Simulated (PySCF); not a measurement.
**Energy of Sc²⁺ (scandium, charge +2) between two integer charges**

The 3d alpha orbital of [Ar] 3d1 is emptied in steps (occupation f), with all orbitals relaxed, ending at [Ar]. Computed with PySCF 2.14 in aug-pcseg-2, with no relativity, point nucleus. The exact energy is a straight line in f; departures are measured from the line between the end points of the same method.

| f | UHF (eV) | LDA (eV) | PBE (eV) |
| --- | --- | --- | --- |
| 1 | 0.000 | 0.000 | 0.000 |
| 0.75 | 0.158 | -1.303 | -1.278 |
| 0.5 | 0.205 | -1.764 | -1.727 |
| 0.25 | 0.150 | -1.342 | -1.310 |
| 0 | 0.000 | 0.000 | 0.000 |

Problem. For UHF, how does the orbital energy at f = 1 compare with the removal energy?

Solution. −ε = 24.799 eV against a total-energy difference of 23.931 eV. By Janak's theorem ε = ∂E/∂f, so the gap between them reflects the curvature. Along the path −ε is 24.335 (f = 0.75), 23.908 (f = 0.5), 23.515 (f = 0.25) eV.

```tsv
method	E(f=0) − E(f=1) (eV)	−ε at f=1 (eV)	−ε at f=0.5 (eV)
UHF	23.931	24.799	23.908
LDA	25.515	18.679	25.412
PBE	25.463	18.749	25.376
```

Reference removal energy between the ground levels: 24.757 eV (measured; NIST Atomic Spectra Database, ionization energies). The calculation has no spin-orbit coupling. UHF lacks correlation.
